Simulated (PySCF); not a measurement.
**TDDFT excited states: C3H11GeN**

Compound: GeH2Me(NMe2), C₃H₁₁GeN.
SMILES: `C[N]([GeH2][CH3])C`

Computed with PySCF, TDDFT B3LYP/def2-SVPD, vertical, gas phase, core orbitals frozen in the response. The structure is a single PBE0-D3(BJ)/def2-SVP conformer in the gas phase; no vibrational or solvent corrections. The B3LYP/def2-SVPD calculation is non-relativistic and has no spin–orbit coupling, an omission that weighs most on germanium.

Problem. List the vertical singlet excitations with oscillator strengths and describe the spectrum.

Solution. 

| state | λ (nm) | E (eV) | f | \|μ\| (D) | main configurations (H = HOMO, L = LUMO) |
| --- | --- | --- | --- | --- | --- |
| S1 | 245.5 | 5.05 | 0.010 | 0.73 | H→L (95%) |
| S2 | 223.3 | 5.55 | 0.0058 | 0.53 | H→L+1 (84%), H→L+2 (9%) |
| S3 | 214.1 | 5.79 | 0.028 | 1.13 | H→L+2 (88%), H→L+1 (10%) |
| S4 | 202.1 | 6.13 | 0.030 | 1.13 | H→L+3 (98%) |
| S5 | 200.9 | 6.17 | 0.0006 | 0.16 | H→L+4 (98%) |
| S6 | 186.9 | 6.63 | 0.0006 | 0.16 | H→L+6 (87%), H→L+5 (10%) |
| S7 | 186.1 | 6.66 | 0.011 | 0.65 | H→L+5 (86%), H→L+6 (11%) |
| S8 | 168.6 | 7.35 | 0.069 | 1.57 | H→L+7 (88%) |
| S9 | 167.4 | 7.41 | 0.014 | 0.70 | H→L+9 (85%) |
| S10 | 165.7 | 7.48 | 0.0015 | 0.23 | H→L+8 (95%) |
| S11 | 159.8 | 7.76 | 0.023 | 0.88 | H→L+10 (57%), H→L+11 (35%) |
| S12 | 159.6 | 7.77 | 0.021 | 0.85 | H→L+11 (63%), H→L+10 (30%) |
| S13 | 155.5 | 7.97 | 0.021 | 0.84 | H→L+12 (99%) |
| S14 | 154.1 | 8.04 | 0.018 | 0.76 | H-1→L (96%) |
| S15 | 150.6 | 8.23 | 0.039 | 1.12 | H-2→L (98%) |

Triplets (Tamm–Dancoff): T1 4.96 eV, H→L (92%); T2 5.33 eV, H→L+2 (43%), H→L+1 (40%); T3 5.54 eV, H→L+1 (53%), H→L+2 (43%); T4 6.02 eV, H→L+3 (94%).

The lowest singlet comes at 246 nm (487 kJ/mol) in the ultraviolet; it is weak; its leading configuration is HOMO→LUMO (95%). The most intense listed level is S8 at 7.35 eV (169 nm, f = 0.069), 2.30 eV above S1. S11/S12 lie within about 0.01 eV of each other. Löwdin shares by element: HOMO nitrogen 55%, carbon 18% or more, germanium 5% (atoms not listed hold the other 21%); LUMO carbon 29%, germanium 25% (atoms not listed hold the other 46%). The listed states span 3.18 eV, and the widest gap between neighbours is 0.69 eV (S7 to S8). Orbital energies (eV): HOMO-3 -9.05, HOMO-2 -8.92, HOMO-1 -8.73, HOMO -5.78, LUMO 0.16, LUMO+1 0.65, LUMO+2 0.84. The oscillator strengths of these states sum to 0.291; summed over the whole spectrum of an exact calculation they would give the number of electrons, 68 (Thomas–Reiche–Kuhn). The vertical ionisation energy is 7.88 eV (ΔSCF), so S13 and higher lie in the continuum; a finite Gaussian basis only mimics such states. The window holds the lowest 15 singlets.
